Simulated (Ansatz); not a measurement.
ClCu, charge +1, doublet, geometry from GFN2-xTB (such geometries of metal compounds can be far from the true shape) (the multiplicity is a formal guess), atoms displaced at random by about 0.02 Å a coordinate; Ansatz (a first-principles code) with HF/def2-SVP.

The Ansatz input:
Ansatz 0.2 input:
```yaml
crystal:
  periodic: [false, false, false]
  atoms:
    - {symbol: Cu, position_ang: [0.02729799, -0.01705680, -0.80591024]}
    - {symbol: Cl, position_ang: [0.01807261, 0.02837008, 1.34477614]}
basis:
  gaussian:
    orbitals: def2-SVP
hamiltonian:
  xc: hf
total_charge: 1
magnetization: {spin_polarized: true, initial_magnetization: 1}
relax: {}
```

The log (banner, timings and long lists left out):

```
Functional definition: HF
548 factors; integrals over basis functions are off by at most 1.7e-4 eV
mean field evaluation 1: about -57072.4748 eV, gradient 5.9e1 eV
mean field evaluation 2: about -57072.4791 eV, gradient 5.9e1 eV
mean field evaluation 4: about -57083.4761 eV, gradient 3.3e0 eV
mean field evaluation 8: about -57083.7386 eV, gradient 9.7e-2 eV
mean field evaluation 16: about -57081.4224 eV, gradient 4.9e-1 eV
mean field evaluation 32: about -57083.5127 eV, gradient 7.7e-1 eV
mean field evaluation 64: about -57081.1641 eV, gradient 3.1e0 eV
mean field evaluation 96: about -57081.8161 eV, gradient 1.9e1 eV
mean field evaluation 128: about -57083.5747 eV, gradient 1.0e-5 eV
mean field evaluation 160: about -57083.4589 eV, gradient 2.5e0 eV
mean field evaluation 192: about -57081.3739 eV, gradient 4.1e0 eV
mean field evaluation 224: about -57081.4910 eV, gradient 5.6e0 eV
mean field -57083.74120441 eV, -2097.7887965127 hartree, gradient 1.6e-5 eV, S^2 0.756660; 7 other end points of the search recorded, 0 dependent functions left out
the calculation of the forces begins
reference -57083.74120441 eV, -2097.7887965127 hartree; 23, 22 occupied and 26, 27 virtual orbitals, 548 factors
relax step   1: F+E_penalty+E_count = -57083.74120441 eV  Δ(F+E_penalty+E_count) = +0.000e0 eV  max|allowed force component| = 2.089e0 eV/Å  Δτ_max = 0.0000 Å  (481 SCF iters, accepted)
these checks for a lower state are left out or cut short: starts, cluster_reference, orbital_swaps, neighbouring_geometries, increment
548 factors; integrals over basis functions are off by at most 1.1e-4 eV
mean field -57083.91224138 eV, -2097.7950820055 hartree, gradient 2.1e-5 eV, S^2 0.756457; 1 other end points of the search recorded, 0 dependent functions left out
the calculation of the forces begins
reference -57083.91224138 eV, -2097.7950820055 hartree; 23, 22 occupied and 26, 27 virtual orbitals, 548 factors
relax step   2: F+E_penalty+E_count = -57083.91224138 eV  Δ(F+E_penalty+E_count) = -1.710e-1 eV  max|allowed force component| = 1.117e0 eV/Å  Δτ_max = 0.0545 Å  (73 SCF iters, accepted)
these checks for a lower state are left out or cut short: starts, cluster_reference, orbital_swaps, neighbouring_geometries, increment
548 factors; integrals over basis functions are off by at most 1.2e-4 eV
mean field evaluation 256: about -57084.0115 eV, gradient 4.3e-2 eV
mean field -57084.01153025 eV, -2097.7987308038 hartree, gradient 2.5e-5 eV, S^2 0.756348; 1 other end points of the search recorded, 0 dependent functions left out
the calculation of the forces begins
reference -57084.01153025 eV, -2097.7987308038 hartree; 23, 22 occupied and 26, 27 virtual orbitals, 548 factors
relax step   3: F+E_penalty+E_count = -57084.01153025 eV  Δ(F+E_penalty+E_count) = -9.929e-2 eV  max|allowed force component| = 3.454e-1 eV/Å  Δτ_max = 0.0716 Å  (82 SCF iters, accepted)
these checks for a lower state are left out or cut short: starts, cluster_reference, orbital_swaps, neighbouring_geometries, increment
548 factors; integrals over basis functions are off by at most 1.3e-4 eV
mean field -57084.02735964 eV, -2097.7993125233 hartree, gradient 1.7e-5 eV, S^2 0.756282; 1 other end points of the search recorded, 0 dependent functions left out
the calculation of the forces begins
reference -57084.02735964 eV, -2097.7993125233 hartree; 23, 22 occupied and 26, 27 virtual orbitals, 548 factors
relax step   4: F+E_penalty+E_count = -57084.02735964 eV  Δ(F+E_penalty+E_count) = -1.583e-2 eV  max|allowed force component| = 8.419e-2 eV/Å  Δτ_max = 0.0737 Å  (89 SCF iters, accepted)
these checks for a lower state are left out or cut short: starts, cluster_reference, orbital_swaps, neighbouring_geometries, increment
548 factors; integrals over basis functions are off by at most 1.3e-4 eV
mean field evaluation 288: about -57084.0290 eV, gradient 3.4e-2 eV
mean field -57084.02897834 eV, -2097.7993720093 hartree, gradient 1.2e-5 eV, S^2 0.756300; 1 other end points of the search recorded, 0 dependent functions left out
the calculation of the forces begins
reference -57084.02897834 eV, -2097.7993720093 hartree; 23, 22 occupied and 26, 27 virtual orbitals, 548 factors
relax step   5: F+E_penalty+E_count = -57084.02897834 eV  Δ(F+E_penalty+E_count) = -1.619e-3 eV  max|allowed force component| = 6.974e-3 eV/Å  Δτ_max = 0.0202 Å  (81 SCF iters, accepted)
548 factors; integrals over basis functions are off by at most 1.3e-4 eV
mean field evaluation 320: about -57082.3065 eV, gradient 5.0e-1 eV
mean field evaluation 352: about -57082.2705 eV, gradient 1.1e-1 eV
mean field evaluation 384: about -57080.8282 eV, gradient 2.0e1 eV
mean field evaluation 416: about -57082.1587 eV, gradient 1.8e-1 eV
mean field evaluation 448: about -57082.4775 eV, gradient 4.1e-1 eV
mean field evaluation 480: about -57082.1387 eV, gradient 1.8e0 eV
mean field evaluation 512: about -57082.5037 eV, gradient 1.4e0 eV
mean field evaluation 544: about -57083.3209 eV, gradient 1.3e0 eV
mean field -57084.02897834 eV, -2097.7993720093 hartree, gradient 1.2e-5 eV, S^2 0.756300; 8 other end points of the search recorded, 0 dependent functions left out
the calculation of the forces begins
reference -57084.02897834 eV, -2097.7993720093 hartree; 23, 22 occupied and 26, 27 virtual orbitals, 548 factors
Total energy: -57084.02897834 eV, -2097.7993720093 hartree
Atom 0 at     0.028068    -0.020849    -0.985464 Å, force     0.000030    -0.000147    -0.006974 eV/Å
Atom 1 at     0.017302     0.032163     1.524330 Å, force    -0.000030     0.000147     0.006974 eV/Å
Dipole moment:     0.002599    -0.012798    -0.605889 e Å
```
